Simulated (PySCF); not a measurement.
MN15 on Bi³⁺ (bismuth, charge +3)

Configuration: [Xe] 4f14 5d10 6s2, closed-shell 1S. Computed with PySCF 2.14 in aug-cc-pV5Z-PP with ECP60MDF, with a scalar-relativistic core potential.

```json
{"Total energy": "-212.4199 hartree", "One-electron energy": "-349.6703 hartree", "Hartree (Coulomb) energy": "153.0844 hartree", "Exchange-correlation energy": "-15.8340 hartree", "⟨S²⟩": "0.0000", "⟨L²⟩": "0.000", "Sum of ⟨r⟩": "24.01 bohr", "Sum of ⟨r²⟩": "34.22 bohr²", "Time after the integrals": "of the order of 16 core-seconds"}
```

```tsv
shell	electrons	mean orbital energy (eV)	rms radius, mean of both spins (bohr)
5s	2	-187.63	0.893
5p	6	-127.18	1.02
5d	10	-57.334	1.32
6s	2	-42.369	2.11
```

Energies and moments cover only the electrons outside the core potential. Spin-orbit coupling, which splits the p, d and f shells strongly at this Z, is absent.
